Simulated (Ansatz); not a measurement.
`[GaH2][CH]1BO1` and `[SiH3]C1BO1` differ in one atom or group.

Ansatz, PBE0-D4/def2-TZVP geometries, multiplicity 1. 

Scalar relativity is left out up to krypton.

| property | `[GaH2][CH]1BO1` |
| --- | --- |
| LUMO energy (B3LYP/def2-TZVPP) / eV | -1.96 |
| HOMO energy (B3LYP/def2-TZVPP) / eV | -7.55 |
| size of the dipole moment (PBE/def2-TZVPP) / D | 1.09 |
| size of the dipole moment (ωB97M-V/def2-TZVPP) / D | 1.26 |
| HOMO energy (PBE/def2-TZVPP) / eV | -6.50 |
| HOMO–LUMO gap (PBE0/def2-TZVPP) / eV | 6.08 |

Q: Give the same properties after the change, and the shifts. (Best estimate.)

A: The calculation gave: 
```tsv
property	`[SiH3]C1BO1`	shift
LUMO energy (B3LYP/def2-TZVPP) / eV	-0.86	1.10
HOMO energy (B3LYP/def2-TZVPP) / eV	-8.01	-0.46
size of the dipole moment (PBE/def2-TZVPP) / D	1.11	0.02
size of the dipole moment (ωB97M-V/def2-TZVPP) / D	1.28	0.02
HOMO energy (PBE/def2-TZVPP) / eV	-6.92	-0.42
HOMO–LUMO gap (PBE0/def2-TZVPP) / eV	7.60	1.52
```

With PBE0 the HOMO falls by 0.46 eV and the LUMO rises by 1.06 eV, so the gap widens by about 1.52 eV. PBE moves the HOMO by -0.42 eV and ωB97M-V by -0.49 eV. The zero-point energy changes by 31.6 kJ/mol with +3 modes. Dipoles are sizes alone; their direction can turn.

B3LYP here is the variant with VWN-RPA as its local correlation; programs differ in this.
